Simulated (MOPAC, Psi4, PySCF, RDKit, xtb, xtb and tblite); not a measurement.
Two geometries of SMILES CC([SiH2]CCC)C, relaxed at GFN2-xTB with one dihedral held; other torsions can differ between them too.

Structure A

```
23

C     -3.7000     0.3770     0.4871
C     -2.4618    -0.4515     0.1655
C     -1.1841     0.3987     0.1386
Si     0.2679    -0.4127     1.0589
C      1.8647     0.6153     0.8527
C      1.6922     2.0511     1.3430
C      3.0282    -0.0476     1.5833
H     -3.8319     1.1709    -0.2459
H     -3.6057     0.8298     1.4717
H     -4.5922    -0.2459     0.4806
H     -2.3712    -1.2366     0.9197
H     -2.5930    -0.9493    -0.7964
H     -0.9173     0.6304    -0.8928
H     -1.3970     1.3585     0.6137
H      0.5031    -1.7652     0.5318
H     -0.0692    -0.5148     2.4868
H      2.1245     0.6571    -0.2111
H      2.6174     2.6139     1.2189
H      0.9090     2.5619     0.7873
H      1.4290     2.0652     2.3989
H      3.9497     0.5159     1.4385
H      3.1864    -1.0602     1.2200
H      2.8274    -0.0988     2.6512
```

Structure B

```
23

C     -3.6871     0.3029     0.5756
C     -2.4387    -0.4494     0.1371
C     -1.2090     0.4552     0.0857
Si    -0.5003     0.8894     1.7974
C      1.1870     1.7632     1.5965
C      1.0705     3.0471     0.7782
C      1.8018     2.0685     2.9585
H     -3.8878     1.1311    -0.1007
H     -3.5575     0.7019     1.5782
H     -4.5523    -0.3566     0.5756
H     -2.2550    -1.2816     0.8188
H     -2.6191    -0.8725    -0.8559
H     -0.4316    -0.0504    -0.4926
H     -1.4638     1.3595    -0.4691
H     -0.3096    -0.3464     2.5716
H     -1.4007     1.7813     2.5437
H      1.8741     1.0935     1.0673
H      2.0425     3.5305     0.6793
H      0.6926     2.8405    -0.2205
H      0.3938     3.7483     1.2628
H      2.7786     2.5387     2.8474
H      1.9252     1.1580     3.5400
H      1.1628     2.7454     3.5214
```

Which is lower in energy at the level Psi4 with PBE0-D3(BJ)/def2-SVP // GFN2-xTB, and by how much?

B is lower, by 7.35 kJ/mol (dihedral C1–C2–C3–Si4: 135° in A, 75° in B).

E(B) − E(A) in kJ/mol at the other levels, on the same two geometries: GFN2-xTB (xtb and tblite) -8.17; MMFF94 // GFN2-xTB (RDKit) -9.42; PBE0/def2-SVP // GFN2-xTB (Psi4) -6.28; PBE/def2-SVP // GFN2-xTB (Psi4) -6.00; PBE-D3(BJ)/def2-SVP // GFN2-xTB (Psi4) -7.14; UFF // GFN2-xTB (RDKit) -11.63; PM7, restricted, heats of formation // GFN2-xTB (MOPAC) -0.04; AM1, restricted, heats of formation // GFN2-xTB (MOPAC) 1.60; GFN1-xTB // GFN2-xTB (xtb) -4.52; restricted B3LYP/6-31G*, spherical d, density fitting // GFN2-xTB (PySCF) -5.02; restricted Hartree-Fock/3-21G, density fitting // GFN2-xTB (PySCF) -6.99; restricted MP2 (frozen core)/3-21G // GFN2-xTB (PySCF) -8.26; restricted LDA (SVWN5)/6-31G*, spherical d, density fitting // GFN2-xTB (PySCF) -7.62.
